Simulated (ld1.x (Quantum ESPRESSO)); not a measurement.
# Reading a pseudo-wave (manganese)

Columns: radius, all-electron u(r) and pseudo u(r) of the 3d shell (level -8.67 eV) of manganese in the configuration [Ar] 3d5 4s1.75 4p0; PBE, scalar-relativistic, TM semilocal scheme, ld1.x (Quantum ESPRESSO) 7.5.

```
r (bohr)  all-electron  pseudo
   0.143        0.1281  0.0297
   0.285        0.4283  0.1992
   0.428        0.6835  0.5075
   0.570        0.8318  0.8064
   0.713        0.8880  0.9644
   0.855        0.8817  0.9673
   0.998        0.8401  0.8886
   1.140        0.7819  0.7973
   1.283        0.7170  0.7190
   1.425        0.6524  0.6524
   1.568        0.5902  0.5902
   1.710        0.5327  0.5327
   1.853        0.4797  0.4797
   1.995        0.4319  0.4319
   2.138        0.3885  0.3885
   2.280        0.3496  0.3496
   2.423        0.3144  0.3144
   2.565        0.2829  0.2829
   2.708        0.2543  0.2543
   2.850        0.2288  0.2288
   2.992        0.2057  0.2057
   3.135        0.1848  0.1848
   3.278        0.1660  0.1660
   3.420        0.1491  0.1491
   3.563        0.1338  0.1338
   3.705        0.1201  0.1201
```

(1) How many radial nodes do the two functions have?

(2) At about which radius was the pseudo-wave matched?

(3) Is the pseudo-wave norm-conserving?

## Answers

(1) The all-electron 3d function has n − l − 1 = 0; the pseudo-wave has 0.

(2) 1.50 bohr, where the columns begin to agree (steps of 0.14 bohr).

(3) Yes: the TM semilocal scheme keeps the norm inside the radius equal to the all-electron one, which fixes the energy derivative of the logarithmic derivative at the level.
